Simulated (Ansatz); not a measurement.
`[BH2][GaH][CH3]` + H₂ → `[BH2][GaH2]` + CH₄ at 600 K and 1 bar (hydrogenolysis of a Ga–C bond).

Program: Ansatz. Geometries: PBE0-D4/def2-TZVP. ΔE: electronic, gas phase. CBS: MP2 limit from def2 TZ/QZ plus the TZ coupled-cluster correction, frozen cores. This one scheme is used for every species. For Ga outer-core shells are correlated without core-valence functions, which leaves a few kJ/mol of doubt a bond. Scalar relativity is left out up to krypton.

```tsv
species	CCSD(T)/CBS energy (Eh)	H − E (kJ/mol)	S (J/(mol·K))
`[BH2][GaH][CH3]`	-1990.34786	215.2	406.5
H₂	-1.17544	43.9	150.8
`[BH2][GaH2]`	-1951.07352	123.1	325.5
CH₄	-40.46206	140.4	215.7
```

H − E and S are ideal-gas, rigid-rotor, harmonic terms from PBE0-D4/def2-TZVP. The MP2-based limit puts H₂ 0.8 mEh under its directly extrapolated value; such offsets cancel only in part. 1 Eh = 2625.50 kJ/mol, R = 8.31446 J/(mol·K).

Task: By hand: ΔE, ΔH, ΔS and ΔG.

Result: ΔE = (-1951.07352) + (-40.46206) − (-1990.34786) − (-1.17544) = -0.01228 Eh = -32.2 kJ/mol. Δ(H − E) = 123.1 + 140.4 − 215.2 − 43.9 = 4.4, so ΔH = -27.8 kJ/mol. ΔS = 325.5 + 215.7 − 406.5 − 150.8 = -16.1 J/(mol·K). ΔG = -27.8 − 600 × (-16.1)/1000 = -18.1 kJ/mol.

Task: By hand: the equilibrium constant, and the temperature at which ΔG would vanish if ΔH and ΔS stayed fixed.

Result: log₁₀ K = −ΔG/(RT ln 10) = 1.6. ΔG = 0 at ΔH/ΔS = 1727 K, though so small a ΔS makes that figure unsure.

TΔS isn't small against ΔH here. A doubt of 5 kJ/mol in ΔE shifts log₁₀ K by 0.4 here. Modes under 60 cm⁻¹, often nearly free rotors, make the harmonic entropy too high. These are equilibria of isolated gas molecules and say nothing of rates. Largest T1 diagnostic: 0.014 (customary marks: 0.02 for closed shells, 0.045 for open ones).
